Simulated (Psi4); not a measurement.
A dimer, CH2O2 ··· CS2 (SMILES O=CO and S=C=S); the first 5 atoms form monomer A.

```
8

O      0.7582    -0.6076    -0.0717
C     -0.4180     0.0298     0.0552
O     -0.5672     1.2165     0.0144
H      1.4472     0.0658    -0.1999
H     -1.2201    -0.7045     0.2021
S      2.5275     2.0963    -1.2152
C      1.2725     2.8846    -1.6783
S      0.0175     3.6729    -2.1415
```

What interaction energy does SAPT0/jun-cc-pVDZ, frozen core run with Psi4 1.11 give, and which attractive term is the largest?

Total -3.88 kJ/mol: electrostatics -15.13, exchange 36.03, induction -10.19, dispersion -14.59. The most attractive term is electrostatics.
